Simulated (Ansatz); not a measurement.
Basis-set series for `CC[SiH2]S`. The species carries charge 0 and has multiplicity 1. The structure was optimised at the PBE0-D4/def2-TZVP level. It is one conformer, not always the lowest.

Z-matrix (Å, degrees):
```
C
C 1 1.527
H 1 1.093 2 111.4
H 1 1.093 2 111.5 3 120.0
H 1 1.093 2 111.4 3 -120.0
Si 2 1.871 1 112.8 3 -60.7
H 2 1.095 1 111.0 3 60.7
H 2 1.096 1 110.5 3 178.1
S 6 2.142 2 113.0 1 178.5
H 6 1.489 2 109.5 1 -58.0
H 6 1.486 2 111.0 1 62.3
H 9 1.344 6 94.7 2 64.1
```

```tsv
functional	basis	functions	energy (Eh)	HOMO (eV)	LUMO (eV)
PBE0-D4	def2-SVP	104	-768.11269	-7.16	0.90
PBE0-D4	def2-TZVPP	258	-768.44230	-7.28	0.41
ωB97M-V	def2-SVP	104	-768.35917	-9.32	2.76
ωB97M-V	def2-TZVPP	258	-768.69539	-9.48	2.07
```

Give the rows for def2-QZVPP. (Estimate.)

Computed: 
```tsv
functional	basis	functions	energy (Eh)	HOMO (eV)	LUMO (eV)
PBE0-D4	def2-QZVPP	494	-768.46910	-7.31	0.11
ωB97M-V	def2-QZVPP	494	-768.72096	-9.51	1.49
```

Positive LUMOs are unbound and depend on the basis.
